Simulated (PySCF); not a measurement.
**Working out the excitation energy of C**

C [He] 2s2 2p2 (3P) → C [He] 2s1 2p3 (5S). Computed with PySCF 2.14 in x2c-TZVPPall, with scalar relativity by spin-free X2C-1e. Frozen: nothing. Energies in hartree (1 hartree = 27.21139 eV):

```json
{"part": "UHF", "C (lower)": "-37.707437", "C (upper)": "-37.612538"}
{"part": "MP2 opposite-spin", "C (lower)": "-0.068987", "C (upper)": "-0.015364"}
{"part": "MP2 same-spin", "C (lower)": "-0.013343", "C (upper)": "-0.027501"}
```

Question: What does Hartree-Fock give?

Answer: (-37.612538) − (-37.707437) = 0.094899 hartree = 2.582 eV.

Question: What do MP2 and SCS-MP2 (6/5 opposite-spin, 1/3 same-spin) give?

Answer: The opposite-spin parts differ by 1.459 eV and the same-spin parts by -0.385 eV. MP2: 2.582 + (1.459) + (-0.385) = 3.656 eV. SCS-MP2: 2.582 + 1.2 × (1.459) + (-0.385)/3 = 4.204 eV.

Measured between the centres of the two terms (NIST): 4.179 eV, so MP2 (valence and next inner shell) is off by -0.523 eV.

What remains against the reference includes basis incompleteness and correlation beyond second order.
